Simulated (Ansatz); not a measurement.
C2H8B2O can be A, `BCB(C)O`, or B, `BC(B)(C)O`.

Program: Ansatz. Geometries: PBE0-D4/def2-TZVP. ΔE: electronic, gas phase. CCSD(T)/CBS adds triple-zeta CCSD(T) − MP2 to the extrapolated MP2 energy (def2 sets, frozen cores). Functionals use def2-TZVPP. Each species was taken in one conformer, which may not be the lowest.

(1) Which isomer does CCSD(T)/CBS put lower? Give the gap. (Best estimate.)

(2) Give E(B) − E(A) in kJ/mol with B2PLYP, PBE-D4, LDA (SPW92), CCSD(T)/def2-TZVPP, PBE0-D4, MP2/def2-TZVPP, HF/def2-TZVPP. (Estimate.)

(3) Does the order hold for the free energy at 298.15 K (harmonic terms from PBE0-D4)? (Best estimate.)

Largest T1 diagnostic: 0.012.

## Answers

(1) Computed: A, by 301.4 kJ/mol.

(2) Ansatz gave: B2PLYP 308.0, PBE-D4 283.1, LDA (SPW92) 268.5, CCSD(T)/def2-TZVPP 302.5, PBE0-D4 290.6, MP2/def2-TZVPP 302.7, HF/def2-TZVPP 335.6. None reverses the order clearly.

(3) Ansatz gave: Yes: G(B) − G(A) = +302.4 kJ/mol, for one conformer each. Modes under 60 cm⁻¹, often nearly free rotors, make the harmonic entropy too high.

From BLYP to BHLYP (50 % exact exchange), in def2-TZVPP and without D4, E(B) − E(A) moves by +11.5 kJ/mol. Leaving LDA and LC-ωPBE aside and taking each functional with its dispersion term where it has one, the values, not all of them listed here, spread over 33.2 kJ/mol, from revPBE-D4 to BHLYP-D4. LDA lies −16.6 kJ/mol from PBE without D4.
